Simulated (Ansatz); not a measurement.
Reaction (redistribution): `[CH3][Sn]([SH])([Cl])[Cl]` + `[OH][Ga]([F])[Cl]` → `[CH3][Sn]([Cl])([Cl])[Cl]` + `[OH][Ga]([F])[SH]`

Program: Ansatz. Geometries: PBE0-D4/def2-TZVP. ΔE: electronic, gas phase. CBS: MP2 limit from def2 TZ/QZ plus the TZ coupled-cluster correction, frozen cores. DFT in def2-TZVPP. B3LYP here is the variant with VWN-RPA as its local correlation; programs differ in this. def2 core potentials past Kr. For Ga, Sn outer-core shells are correlated without core-valence functions, which leaves a few kJ/mol of doubt a bond. Scalar relativity is left out up to krypton. Each species was taken in one conformer, which may not be the lowest.

`[CH3][Sn]([SH])([Cl])[Cl]`:

Z-matrix (Å, degrees):
```
C
Sn 1 2.116
H 1 1.089 2 109.0
H 1 1.089 2 109.0 3 -120.5
H 1 1.089 2 108.2 3 119.8
S 2 2.379 1 113.7 3 60.5
Cl 2 2.323 1 110.4 3 -176.9
Cl 2 2.323 1 110.4 3 -62.1
H 6 1.344 2 92.4 1 -179.7
```

`[OH][Ga]([F])[Cl]`:

Cartesian coordinates in Å:
```
O -0.257 -1.370 -0.040
Ga 0.002 0.342 0.279
F -0.263 0.899 1.898
Cl 0.610 1.743 -1.183
H -0.093 -1.614 -0.955
```

`[CH3][Sn]([Cl])([Cl])[Cl]`:

```xyz
8

C     0.993   -0.400   -0.649
Sn   -0.683    0.275    0.446
Cl   -0.133    1.972    1.912
Cl   -2.345    1.096   -0.930
Cl   -1.632   -1.412    1.705
H     1.382    0.433   -1.233
H     1.744   -0.756    0.054
H     0.673   -1.208   -1.306
```

`[OH][Ga]([F])[SH]`:

```xyz
6

O     0.715    0.927   -0.940
Ga   -0.445   -0.008    0.017
F    -2.142    0.308   -0.266
S     0.138   -1.492    1.487
H     0.291    1.542   -1.545
H     1.444   -1.277    1.247
```

```json
{"level": "PBE-D4", "ΔE (kcal/mol)": "-2.0", "difference from CCSD(T)/CBS": "0.1"}
{"level": "r2SCAN-D4", "ΔE (kcal/mol)": "-1.9", "difference from CCSD(T)/CBS": "0.2"}
{"level": "PBE0-D4", "ΔE (kcal/mol)": "-1.6", "difference from CCSD(T)/CBS": "0.5"}
{"level": "B3LYP-D4", "ΔE (kcal/mol)": "-2.0", "difference from CCSD(T)/CBS": "0.1"}
{"level": "ωB97X-V", "ΔE (kcal/mol)": "-1.8", "difference from CCSD(T)/CBS": "0.3"}
{"level": "ωB97M-V", "ΔE (kcal/mol)": "-1.8", "difference from CCSD(T)/CBS": "0.3"}
{"level": "B2PLYP", "ΔE (kcal/mol)": "-1.7", "difference from CCSD(T)/CBS": "0.4"}
{"level": "PBE", "ΔE (kcal/mol)": "-2.1", "difference from CCSD(T)/CBS": "0.0"}
{"level": "r2SCAN", "ΔE (kcal/mol)": "-1.9", "difference from CCSD(T)/CBS": "0.2"}
{"level": "PBE0", "ΔE (kcal/mol)": "-1.8", "difference from CCSD(T)/CBS": "0.3"}
{"level": "B3LYP", "ΔE (kcal/mol)": "-2.2", "difference from CCSD(T)/CBS": "-0.1"}
{"level": "HF/def2-TZVPP", "ΔE (kcal/mol)": "-1.2", "difference from CCSD(T)/CBS": "0.9"}
{"level": "MP2/def2-TZVPP", "ΔE (kcal/mol)": "-0.7", "difference from CCSD(T)/CBS": "1.4"}
{"level": "SCS-MP2/def2-TZVPP", "ΔE (kcal/mol)": "-0.9", "difference from CCSD(T)/CBS": "1.2"}
{"level": "CCSD/def2-TZVPP", "ΔE (kcal/mol)": "-1.1", "difference from CCSD(T)/CBS": "1.0"}
{"level": "CCSD(T)/def2-TZVPP", "ΔE (kcal/mol)": "-1.1", "difference from CCSD(T)/CBS": "1.0"}
{"level": "HF/def2-QZVPP", "ΔE (kcal/mol)": "-1.3", "difference from CCSD(T)/CBS": "0.8"}
{"level": "MP2/def2-QZVPP", "ΔE (kcal/mol)": "-1.3", "difference from CCSD(T)/CBS": "0.8"}
{"level": "SCS-MP2/def2-QZVPP", "ΔE (kcal/mol)": "-1.4", "difference from CCSD(T)/CBS": "0.7"}
{"level": "HF/CBS(def2)", "ΔE (kcal/mol)": "-1.4", "difference from CCSD(T)/CBS": "0.7"}
{"level": "MP2/CBS(def2)", "ΔE (kcal/mol)": "-1.7", "difference from CCSD(T)/CBS": "0.4"}
{"level": "CCSD/CBS(def2)", "ΔE (kcal/mol)": "-2.1", "difference from CCSD(T)/CBS": "0.0"}
{"level": "CCSD(T)/CBS", "ΔE (kcal/mol)": "-2.1", "difference from CCSD(T)/CBS": "0"}
```

Largest T1 diagnostic among the species: 0.014.
